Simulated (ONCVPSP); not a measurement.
# Varying the ONCV potential for aluminium

Base potential:

```json
{
 "Element": "Al (Z = 13)",
 "Generator": "ONCVPSP 4.0.1",
 "Type": "optimised norm-conserving Vanderbilt (ONCV)",
 "Functional": "LDA (Perdew-Zunger)",
 "Relativity": "scalar-relativistic",
 "Frozen core": "[Ne]",
 "Valence charge": "3",
 "Reference configuration": "3s2 3p1",
 "Partial waves": "3s: rc 2.00 bohr, ncon 4, nbas 7, qcut 3.8 1/bohr, 2 projectors, debl 0.4 Ha; 3p: rc 2.60 bohr, ncon 3, nbas 8, qcut 2.7 1/bohr, 2 projectors, debl 3.7 Ha; d scattering state at 0.41 Ha: rc 2.15 bohr, ncon 4, nbas 8, qcut 4 1/bohr, 2 projectors, debl 1.6 Ha",
 "Local potential": "polynomial inside 1.95 bohr (lpopt 5, dvloc0 4 Ha)",
 "Core correction": "polynomial model core, fcfact 0.6"
}
```

Cutoffs, loose and tight: the cutoffs (Ha) at which the residual kinetic energy of the hardest occupied pseudo-wave falls to 1 and 0.1 mHa per electron. They do not see the model core or the augmentation charge, which bear on the density cutoff. Test errors are all-electron minus pseudo excitation energies from the reference, over the configurations 3s2 3p0; 3s1 3p0; 3s2 3p0.5; 3s1 3p2. A dash means not determined; rows that change the core or the reference have their own tests.

For the base: The cutoffs count occupied waves only; projector 2 of the d channel, the hardest unoccupied one, needs 20 Ha at the loose tolerance.

```csv
change,outcome,"cutoff, loose","cutoff, tight",bound ghosts,GHOST(+) flags above zero,largest test error (meV)
base,generated,5.8 Ha,9.2 Ha,none,none,+2.3
"p: rc 1.84; local potential polynomial inside 1.84 bohr (lpopt 5, dvloc0 4 Ha)",generated,5.8 Ha,9.2 Ha,none,none,+6.1
p: rc 2.02,generated,5.8 Ha,9.2 Ha,none,none,+6.4
p: rc 2.22,generated,5.8 Ha,9.2 Ha,none,none,+5.3
p: rc 2.46,generated,5.8 Ha,9.2 Ha,none,none,+3.4
p: rc 2.7,generated,5.8 Ha,9.2 Ha,none,none,+1.7
p: rc 2.94,generated,5.8 Ha,9.2 Ha,none,p,-6.8
p: rc 3.12,generated,5.8 Ha,9.2 Ha,none,p,-7.2
p: rc 3.36,generated,5.8 Ha,9.2 Ha,none,p,-7.9
p: rc 3.62,generated,5.8 Ha,9.2 Ha,none,p,-8.8
p: rc 3.84,generated,5.8 Ha,9.2 Ha,none,p,+13
```

Reading the sweep of the p radius (base included, trends over the rows without a ghost): The loose cutoff stays near 5.8 Ha. The median size of the test errors (rows with all tests solved) is not monotonic: lowest 0.1 meV at 2.6 bohr, highest 6.1 meV at 3.84 bohr.
